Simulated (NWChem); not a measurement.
System: CdH2S; SMILES [SH][CdH]

Here is an NWChem input.

```
start job
memory heap 200 mb stack 900 mb global 1100 mb
geometry units angstroms noautoz
  Cd     0.399596    -0.372253     0.000000
  H      0.660627    -2.020642     0.000000
  S      0.068026     1.973579     0.000000
  H     -1.290018     1.843513     0.000000
end
basis spherical
  Cd library def2-svp
  H library def2-svp
  S library def2-svp
end
ecp
  Cd library def2-ecp
end
dft
  xc xcamb88 1.00 lyp 0.81 vwn_5 0.19 hfexch 1.00
  cam 0.33 cam_alpha 0.19 cam_beta 0.46
  iterations 150
end
tddft
  nroots 8
end
task tddft energy
```

Parts of the log:

```
             Northwest Computational Chemistry Package (NWChem) 7.3.0
             --------------------------------------------------------

 CS  symmetry detected

                             Geometry "geometry" -> ""
                             -------------------------

 Output coordinates in angstroms (scale by  1.889725989 to convert to a.u.)

  No.       Tag          Charge          X              Y              Z
 ---- ---------------- ---------- -------------- -------------- --------------
    1 Cd                  48.0000     0.00949750    -0.58615264     0.00000000
    2 H                    1.0000     0.00670169    -2.25507914     0.00000000
    3 S                   16.0000     0.05287935     1.78259903     0.00000000
    4 H                    1.0000    -1.30865154     1.86882140     0.00000000

 Effective nuclear repulsion energy (a.u.)     204.3023858682

      Symmetry information
      --------------------

 Group name             Cs
 Group number              2
 Group order               2
 No. of unique centers     4

                                 NWChem DFT Module
                                 -----------------

 Summary of "ao basis" -> "ao basis" (spherical)
 ------------------------------------------------------------------------------
       Tag                 Description            Shells   Functions and Types
 ---------------- ------------------------------  ------  ---------------------
 Cd                         def2-svp                11       31   5s3p2d1f
 H                          def2-svp                 3        5   2s1p
 S                          def2-svp                 8       18   4s3p1d

      Symmetry analysis of basis
      --------------------------

        a'         42
        a"         17

            General Information
            -------------------
          SCF calculation type: DFT
          Wavefunction type:  closed shell.
          No. of atoms     :     4
          No. of electrons :    38
           Alpha electrons :    19
            Beta electrons :    19
          Charge           :     0
          Spin multiplicity:     1
          Use of symmetry is: off; symmetry adaption is: on
          Maximum number of iterations: 150
          AO basis - number of functions:    59
                     number of shells:    25
          Convergence on energy requested:  1.00D-06
          Convergence on density requested:  1.00D-05
          Convergence on gradient requested:  5.00D-04

              XC Information
              --------------
                     Hartree-Fock (Exact) Exchange  1.000
                   CAM-Becke88 Exchange Functional  1.000
                      VWN V Correlation Functional  0.190 local
              Lee-Yang-Parr Correlation Functional  0.810

           Range-Separation Parameters
           ---------------------------
           Alpha           :  0.19
           Beta            :  0.46
           Gamma           :  0.33
           Short-Range HF  :     F

             Grid Information
             ----------------
          Grid used for XC integration:  medium
          Radial quadrature: Mura-Knowles
          Angular quadrature: Lebedev.
          Tag              B.-S. Rad. Rad. Pts. Rad. Cut. Ang. Pts.
          ---              ---------- --------- --------- ---------
          Cd                  1.55      123           9.0       590
          H                   0.35       45          11.0       434
          S                   1.00       88          11.0       590
          Grid pruning is: on
          Number of quadrature shells:   301
          Spatial weights used:  Erf1

      Superposition of Atomic Density Guess
      -------------------------------------

 Sum of atomic energies:        -590.31956249

      Non-variational initial energy
      ------------------------------

 Total energy =    -565.452897
 1-e energy   =   -1027.180423
 2-e energy   =     371.686801
 HOMO         =      -0.310823
 LUMO         =       0.016248

      Symmetry analysis of molecular orbitals - initial
      -------------------------------------------------

  Numbering of irreducible representations:

     1 a'          2 a"

  Orbital symmetries:

[...]

                                NWChem TDDFT Module
                                -------------------

            General Information
            -------------------
           No. of orbitals :     118
            Alpha orbitals :      59
             Beta orbitals :      59
        Alpha frozen cores :       0
         Beta frozen cores :       0
     Alpha frozen virtuals :       0
      Beta frozen virtuals :       0
         Spin multiplicity :       1
    Number of AO functions :      59
        Use of symmetry is : off
      Symmetry adaption is : on
         Schwarz screening :  0.10D-07

              XC Information
              --------------
              Hartree-Fock (Exact) Exchange   1.00
            CAM-Becke88 Exchange Functional   1.00
               VWN V Correlation Functional   0.19 local
       Lee-Yang-Parr Correlation Functional   0.81
           Alpha           :  0.19
           Beta            :  0.46
           Gamma           :  0.33

             TDDFT Information
             -----------------
          Calculation type : TDDFT
         Wavefunction type : Restricted singlets & triplets
          No. of electrons :      38
           Alpha electrons :      19
            Beta electrons :      19
              No. of roots :       8
          Max subspacesize :    5600
            Max iterations :     100
               Target root :       1
           Target symmetry : none
      Symmetry restriction : off
                 Algorithm : Optimal
        Davidson threshold :  0.10D-03

    8 smallest eigenvalue differences (eV)
--------------------------------------------------------
  No. Spin  Occ  Vir  Irrep   E(Occ)    E(Vir)   E(Diff)
--------------------------------------------------------
    1    1   19   20 a"       -0.301    -0.003     8.109
    2    1   19   21 a'       -0.301     0.009     8.434
    3    1   19   22 a"       -0.301     0.018     8.682
    4    1   18   20 a'       -0.337    -0.003     9.089
    5    1   18   21 a"       -0.337     0.009     9.414
    6    1   18   22 a'       -0.337     0.018     9.662
    7    1   19   23 a"       -0.301     0.090    10.643
    8    1   17   20 a'       -0.396    -0.003    10.714
--------------------------------------------------------

  Entering Davidson iterations
  Restricted singlet excited states

  Iter   NTrls   NConv    DeltaV     DeltaE      Time
  ----  ------  ------  ---------  ---------  ---------
    1      8       0     0.24E+00   0.10+100        4.7
    2     24       0     0.52E-01   0.24E-01        6.6
    3     40       0     0.37E-01   0.46E-02        6.8
    4     56       0     0.81E-02   0.81E-03        9.7
    5     72       4     0.17E-02   0.64E-04       10.3
    6     79       6     0.36E-03   0.22E-05        7.2
    7     83       8     0.83E-04   0.87E-07        6.2
  ----  ------  ------  ---------  ---------  ---------
  Convergence criterion met

  Ground state a'       -566.981208486449 a.u.

  ----------------------------------------------------------------------------
  Root   1 singlet a"             0.185284753 a.u.                5.0419 eV
  ----------------------------------------------------------------------------
     Transition Moments    X -0.00000   Y  0.00000   Z  0.27888
     Dipole Oscillator Strength                    0.0096068482
     Electric Quadrupole                           0.0000000452
     Magnetic Dipole                               0.0000000564
     Total Oscillator Strength                     0.0096069498

     Occ.   19  a"  ---  Virt.   20  a'   0.91494 X
     Occ.   19  a"  ---  Virt.   22  a'  -0.39056 X
     Occ.   19  a"  ---  Virt.   27  a'   0.05270 X
  ----------------------------------------------------------------------------
  Root   2 singlet a"             0.192416579 a.u.                5.2359 eV
  ----------------------------------------------------------------------------
     Transition Moments    X  0.00000   Y  0.00000   Z  0.44008
     Dipole Oscillator Strength                    0.0248434042
     Electric Quadrupole                           0.0000000463
     Magnetic Dipole                               0.0000001256
     Total Oscillator Strength                     0.0248435761

     Occ.   19  a"  ---  Virt.   20  a'  -0.39059 X
     Occ.   19  a"  ---  Virt.   22  a'  -0.91308 X
     Occ.   19  a"  ---  Virt.   23  a'  -0.06640 X
     Occ.   19  a"  ---  Virt.   24  a'   0.06917 X
  ----------------------------------------------------------------------------
  Root   3 singlet a'             0.206217931 a.u.                5.6115 eV
  ----------------------------------------------------------------------------
     Transition Moments    X -0.05110   Y  0.20668   Z -0.00000
     Dipole Oscillator Strength                    0.0062317716
     Electric Quadrupole                           0.0000001340
     Magnetic Dipole                               0.0000000935
     Total Oscillator Strength                     0.0062319991

     Occ.   17  a'  ---  Virt.   22  a'  -0.07668 X
     Occ.   18  a'  ---  Virt.   20  a'  -0.21745 X
     Occ.   18  a'  ---  Virt.   22  a'   0.29605 X
     Occ.   19  a"  ---  Virt.   21  a"   0.92215 X
  ----------------------------------------------------------------------------
  Root   4 singlet a'             0.219512319 a.u.                5.9732 eV
  ----------------------------------------------------------------------------
     Transition Moments    X -0.17678   Y  0.15323   Z -0.00000
     Dipole Oscillator Strength                    0.0080093212
     Electric Quadrupole                           0.0000001858
     Magnetic Dipole                               0.0000022416
     Total Oscillator Strength                     0.0080117485

[...]
```

Level: CAM-B3LYP/def2-SVP with def2 effective core potentials on Cd, full TDDFT. The geometry was optimised at PBE-D3(BJ)/def2-SVP. def2 effective core potentials on Cd; no spin-orbit coupling.
